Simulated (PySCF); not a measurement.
Assignment exercise: C$_{6}$H$_{6}$P$_{2}$

Structure with atom numbers: `[CH2:1]=[CH:2][c:3]1[p:4][cH:5][cH:6][cH:7][p:8]1`. Hydrogens are named by the atom that carries them. Ha(C1) is cis to C3; Hb(C1) is trans to C3.

- structure optimised with GFN2-xTB
- shieldings: GIAO PBE0/pcSseg-1
- program: PySCF
- isolated molecule, a single conformation, rapidly exchanging positions averaged, relativity neglected

δ = σ(ref) − σ, references computed at the same level: ¹³C (σref 186.93), ¹H (σref 31.72) against TMS.

(1) Assign these signals to the numbered atoms. ¹³C{¹H} NMR (computed): δ 212.8 (C), 162.6 (CH), 150.4 (CH), 136.4 (CH), 118.4 (CH2).

(2) Assign these signals to the numbered atoms. ¹H NMR (300 MHz, computed): δ 9.25 (m, 2H), 8.12 (m, 1H), 7.61 (m, 1H), 7.56 (m, 1H), 5.60 (m, 1H).

## Answers

(1) 
| δ (ppm) | atoms | environment | reason |
| --- | --- | --- | --- |
| 212.8 | C3 | substituted aromatic carbon | – |
| 162.6 | C5/C7 | aromatic CH | – |
| 150.4 | C2 | alkene CH | an sp2 carbon of a C=C bond |
| 136.4 | C6 | aromatic CH | the aromatic region |
| 118.4 | C1 | terminal =CH2 carbon | the olefinic region |

(2) 
9.25 → H(C5)/H(C7), hydrogen on an aromatic CH: it sits in the deshielding region of the aromatic ring current
8.12 → H(C6), hydrogen on an aromatic CH
7.61 → H(C2), hydrogen on an alkene CH: olefinic region
7.56 → Ha(C1), hydrogen on a terminal =CH2 carbon: olefinic region
5.60 → Hb(C1), hydrogen on a terminal =CH2 carbon

H(C2) and Ha(C1) lie closer than the usual error of such a calculation, so a measured spectrum could show them in the other order.

Splittings by ³¹P in the carbon and heteronuclear signals aren't shown, as no couplings were computed. Shifts are as computed. Against solution values, carbons near 30 ppm lie about +3 ppm off and those near 130 ppm about +5 ppm. Of 1211 compounds with measured shifts, 218 miss one by over three times the rms of a fit or turn the order of signals round; such compounds aren't used in these exercises. Multiplicities follow the n + 1 count of equivalent neighbours, as no J values were calculated; m marks all less simple cases, F and P coupling included.
